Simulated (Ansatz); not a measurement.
`C[SiH2]B(F)F` + `N[Si]O` → `FB(F)[SiH3]` + `CO[Si]N`  (redistribution)

Calculated with Ansatz (gas phase, PBE0-D4/def2-TZVP geometries, no zero-point term in ΔE). CCSD(T)/CBS adds triple-zeta CCSD(T) − MP2 to the extrapolated MP2 energy (def2 sets, frozen cores). This one scheme is used for every species. Functionals use def2-TZVPP. Each species was taken in one conformer, which may not be the lowest.

```csv
level,ΔE (kJ/mol)
PBE-D4,86.8
r2SCAN-D4,88.5
ωB97X-V,83.9
ωB97M-V,89.8
CCSD/def2-TZVPP,86.6
HF/def2-QZVPP,75.8
HF/CBS(def2),75.8
MP2/CBS(def2),96.9
```

Q: What does CCSD(T)/CBS give? (Best estimate.)

A: Ansatz gave: +90.5 kJ/mol. The listed levels differ from it by -3.7, -2.0, -6.6, -0.7, -3.9, -14.7, -14.7, 6.4 kJ/mol.

Largest T1 diagnostic among the species: 0.014.

In def2-TZVPP, CCSD(T) changes the Hartree–Fock value by +10.4 kJ/mol (the triples alone add +0.2 kJ/mol) and MP2 by +16.8 kJ/mol.
